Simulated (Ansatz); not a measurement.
Precursor series Zr Cl-H. All species are isolated molecules in the gas phase.

Quantity: redistribution energy (mixed species minus the weighted end members), in kcal/mol.

A: 1 of 4 Cl replaced by H: [Zr(Cl)3(H)]
B: 2 of 4 Cl replaced by H: [Zr(Cl)2(H)2]
C: 3 of 4 Cl replaced by H: [Zr(Cl)(H)3]

Task: Rank these by redistribution energy (mixed species minus the weighted end members) (lowest first), as frozen-core MP2/def2-TZVPP // r2SCAN-D4/def2-SVP (Ansatz, a program for electronic structure) gives it.

Result: B (-4.06 kcal/mol), A (-3.68 kcal/mol), C (-2.67 kcal/mol)
